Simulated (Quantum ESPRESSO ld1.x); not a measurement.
Results of a calculation; reference values are marked as such.
Valence configurations of neutral osmium (all share [Xe]). Code: ld1.x of Quantum ESPRESSO 7.5. Model: non-relativistic Kohn-Sham, LDA (Slater exchange, VWN5 correlation), spin-polarised, spherical densities, point nucleus; open shells are filled with parallel spins first; relativity is left out, which matters for an element this heavy. Energies are relative to 4f14 5d6 6s2; eigenvalues in eV for spin up.

valence	E (eV)	moment (Bohr magnetons)	e(4f)	e(5d)	e(6p)	e(6s)
4f14 5d6 6s2	0.000	4	-63.170	-8.975	-	-5.595
4f14 5d8	-1.344	2	-57.112	-4.202	-	-
4f13.5 5d6.5 6s2	29.079	4	-68.803	-9.475	-	-5.572
4f13 5d6 6s2 6p1	67.907	6	-79.618	-14.123	-3.021	-7.535
4f14 5d5 6s2 6p1	5.878	6	-67.995	-12.886	-3.040	-7.498
4f14 5d6 6p2	6.616	6	-65.511	-11.243	-3.185	-
4f14 5d6 6s1 6p1	2.521	6	-64.290	-10.132	-2.625	-6.644
4f13 5d5.5 6s2 6p1.5	72.404	7	-82.158	-16.143	-3.596	-8.422
4f14 5d7.5 6p0.5	0.090	3	-59.165	-5.999	-1.497	-
4f14 5d6.5 6s1.5	-0.909	4	-61.466	-7.682	-	-5.181

NIST lists [Xe] 4f14 5d6 6s2 as the ground configuration; this level of theory puts 4f14 5d8 lower, by 1.344 eV. The energies are those of spherical high-spin densities, not of single terms. Relativity is left out, which favours d and f over s occupation in heavy atoms.
